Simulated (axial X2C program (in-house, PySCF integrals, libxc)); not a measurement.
## Levels of LaP⁻ by electron attachment to LaP (EOM-EA-CCSD)

Calculated with an in-house all-electron X2C program for linear molecules (integrals from PySCF): two-component X2C with atomic mean-field Coulomb and Gaunt terms, Gaussian nuclei, basis La dyall-cv3z, P dyall-av3z with contracted cores.

R = 2.277 Å (0.960 times 2.372 Å, the PBE0 minimum at charge 0 for the lowest determinant).

Levels of LaP⁻ obtained by attaching an electron to LaP:

```tsv
Ω	binding energy (eV)	above lowest (cm⁻¹)	attached spinor	one-particle weight
1/2	0.934	0	65% La sσ, 14% La pσ, 8% La dσ	0.96
1/2	-0.124	8532	83% La pπ, 12% La dπ	0.98
3/2	-0.159	8815	85% La pπ, 11% La dπ	0.98
1/2	-0.537	11866	65% La pσ, 14% La dσ, 11% P pσ	0.97
3/2	-0.695	13138	92% La dδ	0.94
5/2	-0.741	13511	92% La dδ	0.94
1/2	-1.339	18331	66% La sσ, 15% P pσ, 12% La pσ	0.98
1/2	-1.672	21018	64% La pπ, 14% La dπ, 8% La pσ	0.97
3/2	-1.749	21644	73% La pπ, 17% La dπ, 7% P pπ	0.97
```

Problem. What is the splitting of the first π pair in the table, and is it regular or inverted?

Solution. E(3/2) − E(1/2) = 8815 − 8532 = 283 cm⁻¹ at EOM-EA-CCSD: regular, Ω = 1/2 lower. Splittings at this level can be off by ten to twenty per cent.

Negative binding energies belong to unbound states, resonances or levels that the basis set holds; within some tenths of an eV of zero the sign is not settled.

This point took 52 s on 1 thread of Arm Neoverse N1, on a shared host.

Reference electrons by ω block (each with its −ω partner): 1/2: 24, 3/2: 10, 5/2: 2. 16 electrons of LaP correlated (inner shells frozen), 88 natural virtual spinors (a truncated set); levels can be off by some tenths of an eV. Roots sought by Ω: (1/2: 5, 3/2: 4, 5/2: 2, 7/2: 1); rows need 60 % one-particle weight and stop where some Ω has no more roots. Missing are any skipped roots, higher Ω and states of a further excitation; these come out far too high here and may in truth be low or lowest. T1 of the reference 0.025 (Lee–Taylor). Number of frozen shells: La 4 s, 3 p, 2 d; P 2 s, 1 p.
